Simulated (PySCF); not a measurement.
## Radial density of Sb (antimony, neutral)

wB97X, [Kr] 4d10 5s2 5p2 6s1, high-spin 4P determinant (an excited configuration). Calculation: PySCF 2.14, in x2c-TZVPPall with one added diffuse shell each of s, p, d, f type (9s7p5d3f, 76 functions); the spin-free X2C one-electron Hamiltonian (Gaussian nucleus).

```csv
r (bohr),4πr²ρ (e/bohr),4πr²(ρα − ρβ)
0.0260,62.89,0.0100
0.0437,57.69,0.0267
0.0736,80.84,0.0324
0.124,70.76,-0.0075
0.208,64.36,0.0572
0.350,51.62,0.0086
0.589,21.97,0.1597
0.991,19.20,-0.0184
1.67,4.565,0.6953
2.80,1.436,0.7566
4.71,0.4081,0.3835
7.93,0.07196,0.0719
13.3,2.740e-05,0.0000
```

Densities and radii are taken from the X2C orbitals without a picture-change correction, which distorts them close to the nucleus.

The outer electron is Rydberg-like, and this basis confines it to a smaller radius and binds it less than a complete one would.

**Question.** Where is the radial spin density 4πr²(ρα − ρβ) most negative, and why is it negative at all?

**Answer.** Around r = 0.991 bohr, down to -0.0184 e/bohr: exchange with the open shell polarises the paired shells in an unrestricted calculation.
